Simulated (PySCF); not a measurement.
Hf(Cl)4(NH3) (Cl₄H₃HfN), SMILES [NH3]->[Hf]([Cl])([Cl])([Cl])[Cl], multiplicity 1.

The structure is a stationary point at PBE-D3(BJ)/def2-SVP. The multiplicity is an assumed one; other spin states were not compared. The def2 effective core potentials stand for the cores of Hf; spin–orbit coupling is left out.

Two levels are set side by side: PBE/def2-TZVP (PySCF) and CAM-B3LYP/def2-TZVP (PySCF). Same geometry, gas phase. Differences are taken from unrounded values.

| quantity | PBE |
|---|---|
| orbital gap (eV) | 4.90 |
| highest occupied level (eV) | -7.48 |
| lowest empty level (eV) | -2.58 |
| dipole moment (D) | 5.57 |
| mean polarisability (bohr³) | 103.6 |

Q: These are the PBE values. What does CAM-B3LYP give? (Estimate from the structure and the level; the computed values follow.)

A: 
```
quantity                     CAM-B3LYP  PBE minus CAM-B3LYP
---------------------------  ---------  -------------------
orbital gap (eV)                  9.50                -4.60
highest occupied level (eV)     -10.19                 2.71
lowest empty level (eV)          -0.68                -1.90
dipole moment (D)                 5.84                -0.27
mean polarisability (bohr³)       96.7                  6.9
```

PBE's occupied levels lie high since its potential decays too fast outside the molecule; exact exchange lowers them and widens the gap. PBE's more diffuse valence density responds more strongly to a field. Differences between two approximate levels are no errors against the true value.

Rough cost on one machine, each run with all the roots and properties that it gave: CAM-B3LYP against PBE within a factor of 2.
